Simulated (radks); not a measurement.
Task: The mean radii <r> (bohr) of the occupied orbitals of an atom or ion are listed with their occupations. Calculated with a radial shooting solver on a logarithmic mesh with Libxc functionals: Dirac Kohn-Sham, relativistic LDA (MacDonald-Vosko exchange, VWN5 correlation), spin-unpolarised, spherical densities, finite nucleus; Fermi nuclear charge, rms radius of each element as measured or else 0.836 A^(1/3) + 0.57 fm.

orbital  occ.      <r>
1s1/2       2  0.09130
2s1/2       2   0.4460
2p1/2       2   0.4060
2p3/2       4   0.4084
3s1/2       2    1.491
3p1/2       2    1.701
3p3/2       2    1.709

Name the element and its charge.

Result: Z = 17, chlorine, charge +1: Cl+ in [Ne] 3s2 3p(1/2: 2, 3/2: 2). The 1s radius gives Z: for a bare nucleus <r> = (2 gamma + 1)/(2Z) with gamma = sqrt(1 - (Z/c)^2), 0.08778 bohr for Z = 17, and screening makes it slightly larger (0.09130 here). The occupations add up to 16, and the charge is Z minus that.
